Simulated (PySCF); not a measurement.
# Computed properties of C3H7FOSi, SMILES CC(=O)[Si@@H](C)F

C₃H₇FOSi, SMILES CC(=O)[Si@@H](C)F. Coordinates come from a B3LYP-D3(BJ)/def2-SVP optimisation. The structure was generated by enumeration; whether it is a known compound was not checked. Other conformers were not sampled. All values are computed for the isolated molecule unless a solvent is named; none is compared with measurement here.

**Structure.** All 33 harmonic modes at B3LYP-D3(BJ)/def2-SVP (PySCF) are real, so it is a minimum. With heavy atoms numbered as in [CH3:1][C:2](=[O:3])[Si@@H:4]([CH3:5])[F:6], the shortest bond between them is C2–O3 at 1.219 Å and the longest C2–Si4 at 1.926 Å.

**Vibrations.** The strongest infrared lines (harmonic, unscaled, degenerate partners summed) lie at 879 cm⁻¹ (174 km/mol, H 68 %, C 14 %, Si 13 %), 922 cm⁻¹ (142 km/mol, H 40 %, Si 29 %, F 17 %, C 12 %), 2243 cm⁻¹ (121 km/mol, H 97 %). The softest mode is at 40 cm⁻¹ and the zero-point energy is 59.2 kcal/mol.

**Electronic structure.** HF/def2-TZVP (PySCF) places the frontier levels at -10.66 and 2.70 eV, a gap of 13.36 eV, and gives a dipole moment of 1.26 D and a mean polarisability of 57.7 bohr³. PBE/def2-TZVP (PySCF) at the same geometry gives -5.51 and -2.45 eV, so its gap is 10.30 eV narrower. An orbital gap is neither the optical nor the fundamental gap.

**Excitations.** TDDFT-CAM-B3LYP/def2-SVPD (PySCF) has S1 at 3.53 eV (352 nm, f = 0.001, dark); the most intense of the 10 singlets computed lies at 8.36 eV (f = 0.21). T1 (TDA) is at 2.87 eV. TDDFT-PBE/def2-SVPD (PySCF) puts S1 at 3.34 eV. No vertical singlet excitation falls in the visible range (under 3.1 eV).

**NMR.** GIAO shifts at PBE0/pcSseg-1 (PySCF) (non-relativistic, atoms alike by connectivity averaged): ¹³C from -1.5 to 250.7 ppm against TMS; ¹H from 0.7 to 5.1 ppm against TMS; ²⁹Si at -8.3 ppm against TMS; ¹⁹F at -206.6 ppm against CFCl3.

**Solvation.** SMD-PBE0/6-31G* (PySCF) gives -1.6 kcal/mol in water, -3.5 kcal/mol in benzene, -4.5 kcal/mol in chlorobenzene (1 M in both phases, gas-phase geometry); of these solvents chlorobenzene holds the molecule best.
